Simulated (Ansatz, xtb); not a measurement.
# Two structures of CH3FGeO

We compare a, `[CH3][Ge](=[O])[F]`, a singlet, with b, a singlet given by its coordinates. Both are isolated molecules in the gas phase, relaxed with PBE0-D3(BJ)/pcseg-1.

a (Å):

```xyz
7

C     0.4661    0.1710    0.7767
F     0.8296   -2.5605    1.6827
Ge   -0.0994   -1.6496    0.4844
O    -1.1396   -2.4136   -0.5312
H     0.2697    0.4298    1.8220
H    -0.0720    0.8428    0.1038
H     1.5446    0.2291    0.5976
```

b (Å):

```yaml
atoms:
  - { symbol: C, position_ang: [0.8346, -0.3098, 0.3930] }
  - { symbol: F, position_ang: [-1.0301, -2.2756, 0.4420] }
  - { symbol: Ge, position_ang: [0.6892, -2.2017, 1.0400] }
  - { symbol: O, position_ang: [0.0954, -0.0751, 1.6338] }
  - { symbol: H, position_ang: [-0.8502, -0.1796, 1.4334] }
  - { symbol: H, position_ang: [1.7875, 0.2169, 0.4836] }
  - { symbol: H, position_ang: [0.2747, 0.0197, -0.4871] }
```

Close contacts (Å): C1–Ge3 2.00, C1–O4 1.46, F2–Ge3 1.82, Ge3–O4 2.29, C1–H6 1.09, C1–H7 1.09, O4–H5 0.97.

Energies in hartree; the thermal terms are from PBE0-D3(BJ)/pcseg-1 harmonic frequencies (ideal gas, rigid rotor, one conformer each, 298.15 K, 1 atm) and include the zero-point energy:

```
                                a            b
E, CCSD(T)/def2-TZVP  −2290.332373  −2290.308987
   zero-point energy      0.041630      0.043604
        H(298 K) − E      0.048344      0.049809
        G(298 K) − E      0.011470      0.014409
```

Problem. Work out ΔE, ΔE₀, ΔH and ΔG for a → b in kJ/mol (1 Eh = 2625.50 kJ/mol) and the equilibrium ratio [b]/[a].

Solution. 1. ΔE = −2290.308987 − (−2290.332373) = +0.023386 Eh = +61.40 kJ/mol.
2. ΔE₀ = ΔE + ΔZPE = +0.023386 + (+0.001974) Eh = +66.58 kJ/mol.
3. ΔH = ΔE + (+0.001465) Eh = +65.25 kJ/mol.
4. ΔG = ΔE + (+0.002939) Eh = +69.12 kJ/mol, so ΔS = (ΔH − ΔG)/T = −13.0 J/(mol K).
5. kT = 0.9442 mEh, so K = [b]/[a] = exp(−ΔG/kT) = exp(−27.88) ≈ 7.8 × 10^−13.

Structure a is favoured at this temperature. An error of 4 kJ/mol in ΔG would change K by a factor of 5. Mirror images and further conformers aren't counted.

Other levels gave ΔE = +13.8 (PBE0-D3(BJ)/pcseg-1); +26.5 (HF/def2-TZVP); +84.5 (MP2/def2-TZVP) kJ/mol. The correlated steps freeze 12 core orbitals; the filled d shell of Ge is correlated, in a basis made for valence electrons. Programs: Ansatz 0.2.0.
